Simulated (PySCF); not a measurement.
**UHF on Ar²⁺ (argon, charge +2)**

Configuration: [Ne] 3s2 3p4, high-spin 3P determinant. Calculation: PySCF 2.14, in aug-cc-pVDZ-DK; the spin-free X2C one-electron Hamiltonian (Gaussian nucleus).

```json
{"Total energy": "-527.098655 hartree", "One-electron energy": "-711.9971 hartree", "Hartree (Coulomb) energy": "214.5271 hartree", "Exchange energy": "-29.6286 hartree", "⟨S²⟩": "2.0065", "⟨L²⟩": "2.019", "Sum of ⟨r⟩": "11.81 bohr", "Sum of ⟨r²⟩": "15.75 bohr²", "Traceless quadrupole moment −½Σ⟨3z² − r²⟩ along its main axis": "-1.11 e·bohr²", "Langevin diamagnetic susceptibility": "-12.5 ×10⁻⁶ cm³/mol", "Time after the integrals": "0.1 s of wall time on 1 thread of Neoverse-N1 (shared host)"}
```

| shell | electrons | mean orbital energy (eV) | spread (eV) | rms radius, mean of both spins (bohr) |
| --- | --- | --- | --- | --- |
| 1s α | 1 | -3271.9 | 0 | 0.0991 |
| 1s β | 1 | -3271.0 | 0 | 0.0991 |
| 2s α | 1 | -368.10 | 0 | 0.446 |
| 2s β | 1 | -367.26 | 0 | 0.446 |
| 2p α | 3 | -291.21 | 0.963 | 0.417 |
| 2p β | 3 | -289.71 | 0.653 | 0.417 |
| 3s α | 1 | -63.903 | 0 | 1.44 |
| 3s β | 1 | -55.927 | 0 | 1.44 |
| 3p α | 3 | -43.546 | 2.495 | 1.59 |
| 3p β | 1 | -40.242 | 0 | 1.59 |

Densities and radii are taken from the X2C orbitals without a picture-change correction, which distorts them close to the nucleus.
